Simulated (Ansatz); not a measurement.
Consider the ligand exchange at a Zn–C bond: `[F][Zn][CH2]BCl` + `O[SiH3]` → `[F][Zn][O][SiH3]` + `CBCl`.

Calculated with Ansatz (gas phase, PBE0-D4/def2-TZVP geometries, no zero-point term in ΔE). CBS: MP2 limit from def2 TZ/QZ plus the TZ coupled-cluster correction, frozen cores. DFT in def2-TZVPP. For Zn outer-core shells are correlated without core-valence functions, which leaves a few kJ/mol of doubt a bond. Scalar relativity is left out up to krypton. One conformer a species, not always the lowest.

| level | ΔE (kJ/mol) |
| --- | --- |
| ωB97X-V | -27.2 |
| MP2/def2-TZVPP | -20.7 |

Q: What does CCSD(T)/CBS give? (Best estimate.)

A: Computed: -26.8 kJ/mol. The listed levels differ from it by -0.4, 6.1 kJ/mol.

Largest T1 diagnostic among the species: 0.017.

In def2-TZVPP, CCSD(T) changes the Hartree–Fock value by +24.7 kJ/mol (the triples alone add +4.4 kJ/mol) and MP2 by +28.6 kJ/mol. From PBE to PBE0 (25 % exact exchange), in def2-TZVPP and without D4, ΔE moves by −4.4 kJ/mol.
